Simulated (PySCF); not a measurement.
State search for SbCl

Unrestricted PBE0; Sb cc-pVTZ-PP with ECP28, Cl cc-pV(T+d)Z; scalar-relativistic core potentials (PySCF 2.14). Outer shells of the fragments: Sb 4d10 5s2 5p3; Cl 3s2 3p5.

Followed along the bond (rough minima from three points):

| 2Ms+1 | unpaired | ⟨S²⟩ at the start | R at minimum (Å) | Te (eV) |
| --- | --- | --- | --- | --- |
| 3 | π ↑↑ | 2.00 | 2.35 | 0.00 |
| 1 | π ↑↓ | 1.01 | 2.35 | 0.29 |
| 1 | none | 0.00 | 2.34 | 1.20 |
| 5 | σ ↑↑, π ↑↑ | 6.00 | none in the scan | ≤ 4.70 |

Solutions found at the starting distance of 2.335 Å, counted from the lowest of them; the search is not exhaustive and high or unbound solutions are not listed, so other states can lie among these:

```json
{"2Ms+1": "3", "unpaired": "π ↑↑", "term": "³Σ⁻", "E (eV)": "0.00", "⟨S²⟩": "2.00", "⟨Lz²⟩": "0.00", "μ (D)": "-2.05"}
{"2Ms+1": "1", "unpaired": "π ↑↓", "term": "mixed", "E (eV)": "0.29", "⟨S²⟩": "1.01", "⟨Lz²⟩": "2.02", "μ (D)": "-1.99"}
{"2Ms+1": "1", "unpaired": "none", "term": "mixed", "E (eV)": "1.20", "⟨S²⟩": "0.00", "⟨Lz²⟩": "2.01", "μ (D)": "-1.78"}
{"2Ms+1": "3", "unpaired": "σ ↑, π ↑", "term": "³Π", "E (eV)": "2.90", "⟨S²⟩": "2.01", "⟨Lz²⟩": "1.01", "μ (D)": "-1.76"}
{"2Ms+1": "1", "unpaired": "σ ↓, π ↑", "term": "mixed", "E (eV)": "3.18", "⟨S²⟩": "1.01", "⟨Lz²⟩": "1.01", "μ (D)": "-1.68"}
{"2Ms+1": "3", "unpaired": "σ ↑, π ↑", "term": "³Π", "E (eV)": "4.99", "⟨S²⟩": "2.01", "⟨Lz²⟩": "1.01", "μ (D)": "0.35"}
{"2Ms+1": "3", "unpaired": "π ↑↑", "term": "mixed", "E (eV)": "5.20", "⟨S²⟩": "2.01", "⟨Lz²⟩": "2.02", "μ (D)": "3.07"}
{"2Ms+1": "1", "unpaired": "σ ↓, π ↑", "term": "mixed", "E (eV)": "5.29", "⟨S²⟩": "1.02", "⟨Lz²⟩": "1.01", "μ (D)": "0.71"}
{"2Ms+1": "5", "unpaired": "σ ↑↑, π ↑↑", "term": "⁵Σ⁻", "E (eV)": "5.50", "⟨S²⟩": "6.00", "⟨Lz²⟩": "0.00", "μ (D)": "0.17"}
{"2Ms+1": "5", "unpaired": "σ ↑, π ↑↑↑", "term": "⁵Π", "E (eV)": "5.86", "⟨S²⟩": "6.01", "⟨Lz²⟩": "1.01", "μ (D)": "2.86"}
```

A term symbol is given only where ⟨S²⟩ and ⟨Lz²⟩ are close to those of a pure state; real π, δ and φ orbitals otherwise mix terms. A positive dipole means Sb(−)Cl(+).

Spin–orbit coupling is left out. Counting both spins, an empty level lies below a filled one in some of these solutions, because spin and occupation are held.
